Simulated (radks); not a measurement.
All-electron atom: Co4+ in [Ar] 3d5 (the NIST ground configuration).

All-electron calculation, scalar-relativistic Kohn-Sham, LDA (Slater exchange, Perdew-Wang correlation), spin-polarised, spherical densities, finite nucleus; open shells are filled with parallel spins first; Fermi nuclear charge, rms radius 3.7875 fm. Program: a radial shooting solver on a logarithmic mesh with Libxc functionals.

Energy parts (hartree):
total: -1386.70360
kinetic: 1404.16718
electron-nucleus: -3272.93676
Hartree: 537.46839
exchange-correlation: -55.40241

Orbitals (lengths in bohr, moments of r in powers of bohr; <r^-3> diverges for s and p1/2):
| orbital | occ. | eigenvalue (hartree) | <r^4> | <r^-3> | <r^2> |
|---|---|---|---|---|---|
| 1s up | 1 | -280.7051 | 0.00004666 | - | 0.004261 |
| 1s down | 1 | -280.7040 | 0.00004666 | - | 0.004260 |
| 2s up | 1 | -35.32331 | 0.01047 | - | 0.07752 |
| 2s down | 1 | -35.19999 | 0.01037 | - | 0.07719 |
| 2p up | 3 | -30.61660 | 0.007921 | 547.0 | 0.06247 |
| 2p down | 3 | -30.52156 | 0.007822 | 549.5 | 0.06212 |
| 3s up | 1 | -6.04285 | 0.7042 | - | 0.6652 |
| 3s down | 1 | -5.80846 | 0.7259 | - | 0.6736 |
| 3p up | 3 | -4.68685 | 0.9049 | 74.07 | 0.7312 |
| 3p down | 3 | -4.45777 | 0.9489 | 72.38 | 0.7457 |
| 3d up | 5 | -2.51621 | 1.819 | 7.528 | 0.9315 |
| 3d down | 0 | -2.29422 | 2.141 | 7.223 | 0.9979 |
| 4s up | 0 | -1.68818 | 28.37 | - | 4.406 |
| 4s down | 0 | -1.60958 | 31.89 | - | 4.664 |
| 4p up | 0 | -1.35581 | 44.77 | 11.24 | 5.491 |
| 4p down | 0 | -1.29231 | 51.43 | 10.21 | 5.883 |

The highest occupied level is 3d up at -68.469 eV. The density falls to 0.001 e/bohr^3 at r = 2.46 bohr. Spin moment in Bohr magnetons: 5.
